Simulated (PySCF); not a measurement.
# `C[C@H](Br)[C@@H]1[C@@H]2C=C[C@@H]21`, C7H9Br

Geometry:
| atom | x (Å) | y (Å) | z (Å) |
| --- | --- | --- | --- |
| C1 | -2.228 | -0.273 | -0.100 |
| C2 | -0.976 | 0.295 | 0.539 |
| Br3 | -1.450 | 1.921 | 1.570 |
| C4 | 0.065 | 0.669 | -0.475 |
| C5 | 1.050 | -0.327 | -1.044 |
| C6 | 1.506 | -1.257 | 0.062 |
| C7 | 1.933 | -0.260 | 0.835 |
| C8 | 1.536 | 0.806 | -0.165 |
| H9 | -2.659 | 0.436 | -0.805 |
| H10 | -1.973 | -1.186 | -0.636 |
| H11 | -2.976 | -0.508 | 0.654 |
| H12 | -0.571 | -0.393 | 1.283 |
| H13 | -0.301 | 1.392 | -1.200 |
| H14 | 1.178 | -0.478 | -2.101 |
| H15 | 1.421 | -2.321 | 0.169 |
| H16 | 2.334 | -0.184 | 1.827 |
| H17 | 2.104 | 1.681 | -0.423 |

Level of theory: TDDFT PBE0/def2-SVPD circular dichroism and optical rotation, one conformer, gas phase (PySCF). Geometry: GFN2-xTB.

The molecule is flexible and this is one conformer; a measurement averages over conformers. The calculation is non-relativistic, which matters for the atoms heavier than Zn.

Stereocentres: C2 S, C5 R, C8 S.

Q: What is the specific rotation at 633, 589.3, 546, 436, 405, 365, 355 nm?

A: [α] in deg dm⁻¹ (g/mL)⁻¹:
| λ (nm) | origin-invariant length gauge | modified velocity gauge | length gauge (centre of mass) | isotropic polarisability (au) |
| --- | --- | --- | --- | --- |
| 633 | +98.9 | +100.0 | +100.3 | 100.1 |
| 589.3 | +115.2 | +116.3 | +116.8 | 100.5 |
| 546 | +135.6 | +136.7 | +137.4 | 101.0 |
| 436 | +217.8 | +218.0 | +220.7 | 103.1 |
| 405 | +251.4 | +250.4 | +254.7 | 104.1 |
| 365 | +295.6 | +291.3 | +299.6 | 105.9 |
| 355 | +303.3 | +297.5 | +307.4 | 106.4 |

Q: And for the mirror image at 589.3 nm?

A: -115.2 deg dm⁻¹ (g/mL)⁻¹ (origin-invariant length gauge): the same size and the opposite sign.

Q: What is the molar rotation [Φ] = [α]·M/100 of the geometry above at 589.3 nm?

A: With M = 173.05 g/mol, +199.3 deg cm² dmol⁻¹ (origin-invariant length gauge).

The first excitation lies at 4.96 eV (250 nm) with R = -19.9 × 10⁻⁴⁰ esu² cm² (velocity form).
